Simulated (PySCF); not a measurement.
C8H7N.
Numbering: `[N:1]#[C:2][C:3]1=[CH:4][C@@H:5]2[CH:6]=[CH:7][C@H:8]1[CH2:9]2` (hydrogens: H10 on C4; H11 on C5; H12 on C6; H13 on C7; H14 on C8; H15, H16 on C9)

Level of theory: PBE0-D3(BJ)/def2-SVP geometry optimisation, gas phase in PySCF 2.14.0.

(1) List the bond lengths, angles and torsions at this level.

Answers

(1) 
| bond | length (pm) |
| --- | --- |
| N1≡C2 | 116.1 |
| C2–C3 | 141.6 |
| C3=C4 | 134.6 |
| C4–C5 | 152.8 |
| C5–C6 | 153.5 |
| C6=C7 | 133.6 |
| C7–C8 | 153.1 |
| C8–C9 | 154.5 |
| C3–C8 | 154.3 |
| C5–C9 | 154.9 |
| C4–H10 | 109.0 |
| C5–H11 | 109.7 |
| C6–H12 | 109.1 |
| C7–H13 | 109.0 |
| C8–H14 | 109.6 |
| C9–H15 | 110.0 |
| C9–H16 | 110.0 |

A selection of angles:
| angle | degrees |
| --- | --- |
| N1–C2–C3 | 178.2 |
| C2–C3–C4 | 128.4 |
| C2–C3–C8 | 124.6 |
| C4–C3–C8 | 106.9 |
| C3–C4–C5 | 106.7 |
| C3–C4–H10 | 127.2 |
| C5–C4–H10 | 125.9 |
| C4–C5–C6 | 106.9 |
| C4–C5–C9 | 98.7 |
| C4–C5–H11 | 115.6 |
| C6–C5–C9 | 98.7 |
| C6–C5–H11 | 116.2 |
| C9–C5–H11 | 118.1 |
| C5–C6–C7 | 107.0 |
| C5–C6–H12 | 124.6 |
| C7–C6–H12 | 128.2 |
| C6–C7–C8 | 107.0 |
| C6–C7–H13 | 128.2 |
| C8–C7–H13 | 124.7 |
| C7–C8–C9 | 99.0 |
| C7–C8–H14 | 116.8 |
| C9–C8–H14 | 118.4 |
| C3–C8–C7 | 106.8 |
| C3–C8–C9 | 98.0 |
| C3–C8–H14 | 115.2 |
| C8–C9–H15 | 113.3 |
| C8–C9–H16 | 113.1 |
| C5–C9–C8 | 92.5 |
| C5–C9–H15 | 113.4 |
| C5–C9–H16 | 112.9 |
| H15–C9–H16 | 110.7 |

Dihedral angles: C2–C3–C4–C5 -177° (antiperiplanar); C3–C4–C5–C6 66° (synclinal); C4–C5–C6–C7 -66° (synclinal); C5–C6–C7–C8 0° (synperiplanar); C6–C7–C8–C9 -36° (synclinal); C7–C8–C9–C5 54° (synclinal); C2–C3–C8–C7 111° (anticlinal); C4–C5–C9–C8 55° (synclinal).

The 9 C–C bonds span 1.336 Å (C6=C7, drawn double) to 1.549 Å (C5–C9, drawn single), a spread of 0.213 Å. The 5-membered ring C5–C6–C7–C8–C9 has internal angles of 92.5° to 107.0°; it is puckered, 0.27 Å rms from its mean plane, widest ring torsion 54°. The 5-membered ring C3–C4–C5–C9–C8 has internal angles of 92.5° to 106.9°; it is puckered, 0.27 Å rms from its mean plane, widest ring torsion 55°.

Point group: C1 (no symmetry element, even within 0.4 Å). No frequency check.

The run took 82 s wall on Arm Neoverse V1, one thread, no GPU, shared host with 32 logical CPUs at a one-minute load of 10, and the process peaked at 0.74 GiB of memory. That covers the optimisation of the geometry.
